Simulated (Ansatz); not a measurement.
`O=CB[SiH2]F` and `BC=O` differ in one atom or group.

Ansatz, PBE0-D4/def2-TZVP geometries, multiplicity 1. Each molecule was computed in one conformer, which needn't be the lowest.

```csv
property,`O=CB[SiH2]F`
LUMO energy (ωB97M-V/def2-TZVPP) / eV,0.37
HOMO energy (ωB97M-V/def2-TZVPP) / eV,-10.41
zero-point energy (PBE0-D4/def2-TZVP) / kJ/mol,132.8
HOMO–LUMO gap (PBE0/def2-TZVPP) / eV,6.25
size of the dipole moment (B3LYP/def2-TZVPP) / D,2.22
size of the dipole moment (PBE/def2-TZVPP) / D,2.02
```

Task: What does the change do to each property? (Estimate.)

Result: Ansatz gave: 
```
                                        property  `BC=O`  shift
           LUMO energy (ωB97M-V/def2-TZVPP) / eV    0.65   0.28
           HOMO energy (ωB97M-V/def2-TZVPP) / eV  -10.14   0.27
  zero-point energy (PBE0-D4/def2-TZVP) / kJ/mol   100.1  -32.7
            HOMO–LUMO gap (PBE0/def2-TZVPP) / eV    6.31   0.06
size of the dipole moment (B3LYP/def2-TZVPP) / D    2.10  -0.12
  size of the dipole moment (PBE/def2-TZVPP) / D    1.87  -0.15
```

With PBE0 the HOMO rises by 0.36 eV and the LUMO rises by 0.43 eV, so the gap widens by about 0.07 eV. PBE moves the HOMO by 0.41 eV and ωB97M-V by 0.27 eV. The zero-point energy changes by -32.7 kJ/mol with -9 modes. Dipoles are sizes alone; their direction can turn.

B3LYP here is the variant with VWN-RPA as its local correlation; programs differ in this.
